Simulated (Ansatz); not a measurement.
Ansatz (a program for electronic structure) job for hexachlorodisilane (Cl6Si2), SMILES Cl[Si](Cl)([Si](Cl)(Cl)Cl)Cl, PBE0-D3(BJ)/def2-SVP. 

Ansatz 0.2 input:
```yaml
crystal:
  periodic: [false, false, false]
  atoms:
    - {symbol: Cl, position_ang: [1.63544851, -0.94422664, 1.88146119]}
    - {symbol: Si, position_ang: [-0.00000000, -0.00000000, 1.16987377]}
    - {symbol: Cl, position_ang: [0.00000001, 1.88845328, 1.88146118]}
    - {symbol: Cl, position_ang: [-1.63544852, -0.94422664, 1.88146118]}
    - {symbol: Si, position_ang: [0.00000000, 0.00000000, -1.16987377]}
    - {symbol: Cl, position_ang: [1.63544852, 0.94422664, -1.88146118]}
    - {symbol: Cl, position_ang: [-0.00000001, -1.88845328, -1.88146118]}
    - {symbol: Cl, position_ang: [-1.63544851, 0.94422664, -1.88146119]}
basis:
  gaussian:
    orbitals: def2-SVP
hamiltonian:
  xc: pbe0
  dispersion: d3bj
relax: {f_tol: 0.002, max_steps: 200}
```

It prints:

```
WARN ansatz: RAYON_NUM_THREADS=1 ignored (pool sized by the plan → 1); use --threads N
Functional definition: PBE0
integrals: 0.11 GiB planned
1381 factors; integrals over basis functions are off by at most 2.8e-4 eV
mean field: 1.18 GiB planned
mean field evaluation 1: about -90839.1457 eV, gradient 1.8e1 eV
mean field evaluation 2: about -90838.5697 eV, gradient 2.4e1 eV
mean field evaluation 4: about -90839.9995 eV, gradient 2.8e-1 eV
mean field evaluation 8: about -90840.0024 eV, gradient 9.3e-3 eV
mean field -90840.00235083 eV, -3338.3085128280 hartree, gradient 2.3e-5 eV, S^2 0.000000; 0 other end points of the search recorded, 0 dependent functions left out
the calculation of the forces begins
reference -90840.00237579 eV, -3338.3085137453 hartree; 65, 65 occupied and 79, 79 virtual orbitals, 1381 factors
relax step   1: F+E_penalty+E_count = -90840.49247605 eV  Δ(F+E_penalty+E_count) = +0.000e0 eV  max|allowed force component| = 7.054e-1 eV/Å  Δτ_max = 0.0000 Å  (25 SCF iters, accepted)
these checks for a lower state are left out or cut short: starts, cluster_reference, orbital_swaps, neighbouring_geometries, increment
integrals: 0.11 GiB planned
1381 factors; integrals over basis functions are off by at most 2.9e-4 eV
mean field: 1.18 GiB planned
mean field evaluation 16: about -90839.9150 eV, gradient 9.7e0 eV
mean field -90840.05419541 eV, -3338.3104180812 hartree, gradient 1.1e-5 eV, S^2 0.000000; 0 other end points of the search recorded, 0 dependent functions left out
the calculation of the forces begins
reference -90840.05422061 eV, -3338.3104190070 hartree; 65, 65 occupied and 79, 79 virtual orbitals, 1381 factors
relax step   2: F+E_penalty+E_count = -90840.54728242 eV  Δ(F+E_penalty+E_count) = -5.481e-2 eV  max|allowed force component| = 2.276e-1 eV/Å  Δτ_max = 0.1052 Å  (27 SCF iters, accepted)
these checks for a lower state are left out or cut short: starts, cluster_reference, orbital_swaps, neighbouring_geometries, increment
integrals: 0.11 GiB planned
1381 factors; integrals over basis functions are off by at most 2.9e-4 eV
mean field: 1.18 GiB planned
mean field -90840.08162623 eV, -3338.3114261452 hartree, gradient 4.1e-5 eV, S^2 0.000000; 0 other end points of the search recorded, 0 dependent functions left out
the calculation of the forces begins
reference -90840.08165137 eV, -3338.3114270692 hartree; 65, 65 occupied and 79, 79 virtual orbitals, 1381 factors
relax step   3: F+E_penalty+E_count = -90840.57148562 eV  Δ(F+E_penalty+E_count) = -2.420e-2 eV  max|allowed force component| = 2.926e-2 eV/Å  Δτ_max = 0.0474 Å  (24 SCF iters, accepted)
these checks for a lower state are left out or cut short: starts, cluster_reference, orbital_swaps, neighbouring_geometries, increment
integrals: 0.11 GiB planned
1381 factors; integrals over basis functions are off by at most 2.9e-4 eV
mean field: 1.18 GiB planned
mean field evaluation 32: about -90840.0815 eV, gradient 7.9e-5 eV
mean field -90840.08145990 eV, -3338.3114200326 hartree, gradient 8.1e-5 eV, S^2 0.000000; 0 other end points of the search recorded, 0 dependent functions left out
the calculation of the forces begins
reference -90840.08148503 eV, -3338.3114209561 hartree; 65, 65 occupied and 79, 79 virtual orbitals, 1381 factors
relax step   4: F+E_penalty+E_count = -90840.57162448 eV  Δ(F+E_penalty+E_count) = -1.389e-4 eV  max|allowed force component| = 8.422e-4 eV/Å  Δτ_max = 0.0017 Å  (19 SCF iters, accepted)
integrals: 0.11 GiB planned
1381 factors; integrals over basis functions are off by at most 2.9e-4 eV
mean field: 1.18 GiB planned
mean field -90840.08145990 eV, -3338.3114200326 hartree, gradient 8.1e-5 eV, S^2 0.000000; 1 other end points of the search recorded, 0 dependent functions left out
the calculation of the forces begins
reference -90840.08148503 eV, -3338.3114209561 hartree; 65, 65 occupied and 79, 79 virtual orbitals, 1381 factors
Total energy: -90840.57164961 eV, -3338.3294341722 hartree
Atom 0 at     1.672270    -0.965485     1.841911 Å, force     0.000752    -0.000434    -0.000045 eV/Å
Atom 1 at    -0.000014     0.000008     1.161741 Å, force     0.000000    -0.000000     0.000448 eV/Å
Atom 2 at    -0.000007     1.930985     1.841948 Å, force    -0.000007     0.000842    -0.000060 eV/Å
Atom 3 at    -1.672286    -0.965487     1.841948 Å, force    -0.000733    -0.000415    -0.000060 eV/Å
Atom 4 at     0.000014    -0.000008    -1.161741 Å, force    -0.000000     0.000000    -0.000448 eV/Å
Atom 5 at     1.672286     0.965487    -1.841948 Å, force     0.000733     0.000415     0.000060 eV/Å
Atom 6 at     0.000007    -1.930985    -1.841948 Å, force     0.000007    -0.000842     0.000060 eV/Å
Atom 7 at    -1.672270     0.965485    -1.841911 Å, force    -0.000752     0.000434     0.000045 eV/Å
Dipole moment:     0.000000    -0.000000     0.000000 e Å
```

Self-consistency was reached.
